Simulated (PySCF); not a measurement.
## Working out the excitation energy of Al⁺

Al⁺ [Ne] 3s2 (1S) → Al⁺ [Ne] 3p2 (3P). All numbers are calculated (PySCF 2.14, no relativity, point nucleus, in aug-cc-pV(D+d)Z). Frozen: [Ne]. Energies in hartree (1 hartree = 27.21139 eV):

| part | Al⁺ (lower) | Al⁺ (upper) |
| --- | --- | --- |
| UHF | -241.668532 | -241.275638 |
| MP2 opposite-spin | -0.025517 | 0.000000 |
| MP2 same-spin | 0.000000 | -0.005013 |

Task: What does Hartree-Fock give?

Result: (-241.275638) − (-241.668532) = 0.392894 hartree = 10.691 eV.

Task: What do MP2 and SCS-MP2 (6/5 opposite-spin, 1/3 same-spin) give?

Result: The opposite-spin parts differ by 0.694 eV and the same-spin parts by -0.136 eV. MP2: 10.691 + (0.694) + (-0.136) = 11.249 eV. SCS-MP2: 10.691 + 1.2 × (0.694) + (-0.136)/3 = 11.478 eV.

Measured between the centres of the two terms (NIST): 11.680 eV, so MP2 (valence) is off by -0.431 eV.

What remains against the reference includes basis incompleteness, the frozen core and correlation beyond second order.
